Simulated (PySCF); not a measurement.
A calculated (BP86, PySCF 2.14, x2c-TZVPall, scalar relativity by spin-free X2C-1e) atom or ion has these occupied shells.

| shell | electrons | orbital energy (eV) | rms radius, mean of both spins (bohr) |
| --- | --- | --- | --- |
| 1s α | 1 | -8228.6 | 0.0624 |
| 1s β | 1 | -8228.6 | 0.0624 |
| 2s α | 1 | -1001.9 | 0.266 |
| 2s β | 1 | -1000.8 | 0.266 |
| 2p α | 3 | -864.85 | 0.238 |
| 2p β | 3 | -864.00 | 0.238 |
| 3s α | 1 | -131.69 | 0.796 |
| 3s β | 1 | -129.30 | 0.796 |
| 3p α | 3 | -92.072 | 0.847 |
| 3p β | 3 | -89.726 | 0.847 |
| 3d α | 5 | -29.316 | 1.11 |
| 3d β | 3 | -27.734 | 1.11 |

Task: Name the element and its charge.

Result: Ni²⁺ (nickel, charge +2), in [Ar] 3d8, high-spin 3F determinant.
